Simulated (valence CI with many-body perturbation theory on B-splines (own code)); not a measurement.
The numbers below are computed, except where a source is named.
# Sensitivity of CI+MBPT for Cs⁵⁰⁺

Method: valence CI with perturbative core correlation (CI+MBPT): three valence electrons over a frozen Dirac-Fock core [He], radial functions for each j: 6 s, 6 p, 5 d, 3 f, 1 g, with the one-electron correlation potential Σ1 (screened to all orders), the two-electron term Σ2, the three-electron term Σ3, Breit, model QED; selected single and double excitations, second order for the rest, scaled by the run's own slope (own B-spline code, finite nucleus).

The last digits are not significant, and no measured levels were compared; by estimate large intervals hold to a few tenths of a per cent, small ones and those within an open d or f shell to about a per cent.

The reference run has the lowest level (2s^2 2p1/2) J=1/2 and an ionisation energy of 9623.51 eV. Its largest variational space holds 3699 state functions.

Levels are named by their leading jj configuration (3d3/2^4 stands for four electrons in 3d with j = 3/2), which in mixed levels can hold well under half, so a name can repeat and another be missing. Letters in brackets count levels of one name in rising energy.

Changed runs:
A. selection threshold (hartree) 2e-08 → 2e-07; scale of Σ2 1 → 1.2
B. size limit of the variational space 10000 → 3000; Davidson tolerance 2e-05 → 0.0003
C. core polarisation of operators on → off
D. highest l in the core sums 6 → 1 (bad on purpose)

Excitation energies of the reference run in cm⁻¹, and shifts in cm⁻¹:

```csv
Level,Reference,A,B,C,D
(2s 2p1/2^2) J=1/2,1355110,-137,0,0,+1219
(2s^2 2p3/2) J=3/2,3132720,-1.3,0,0,-194
(2s 2p1/2 2p3/2) J=3/2 [a],4077660,-62,0,0,+1253
(2s 2p1/2 2p3/2) J=5/2,4338230,-115,0,0,+1305
(2s 2p1/2 2p3/2) J=1/2,4750780,-467,0,0,+1238
(2s 2p1/2 2p3/2) J=3/2 [b],4751010,-312,0,0,+1313
(2p1/2^2 2p3/2) J=3/2,6197980,-605,+0.1,0,+2310
(2s 2p3/2^2) J=5/2,7356630,-87,0,0,+1081
(2s 2p3/2^2) J=1/2,7964720,-122,0,0,+557
(2s 2p3/2^2) J=3/2,7973130,-449,+0.1,0,+1072
(2p1/2 2p3/2^2) J=3/2,9067860,-597,0,0,+2387
(2p1/2 2p3/2^2) J=5/2,9228760,-525,0,0,+2469
Ionisation energy (eV),9623.51,-0.015,0,0,-0.19
```

No effect on these energies: C.
